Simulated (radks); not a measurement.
Charge is removed step by step from the 3p down level of the cobalt ion Co3+, starting from [Ne] 3s2 3p(up 3, down 3) 3d6. Calculated with a radial shooting solver on a logarithmic mesh with Libxc functionals: non-relativistic Kohn-Sham, r2SCAN, spin-polarised, spherical densities, point nucleus; open shells are filled with parallel spins first; meta-GGA in the generalised Kohn-Sham scheme.

| removed (e) | E - E(0) (eV) | eigenvalue (eV) | E minus straight line (eV) |
|---|---|---|---|
| 0 | 0.000 | -101.42 | 0.000 |
| 0.25 | 25.981 | -106.45 | -1.929 |
| 0.5 | 53.234 | -111.58 | -2.587 |
| 0.75 | 81.780 | -116.80 | -1.950 |
| 1 | 111.64 | -122.09 | 0.000 |

Removing the whole electron costs 111.64 eV by Delta-SCF, against 101.42 eV from minus the eigenvalue at the starting occupation. Slater's transition state (half an electron removed) gives 111.58 eV. Integrating minus the eigenvalue over the occupation (Janak's theorem) gives 111.64 eV. The mean slope of the eigenvalue, de/dn, is 20.7 eV per electron.
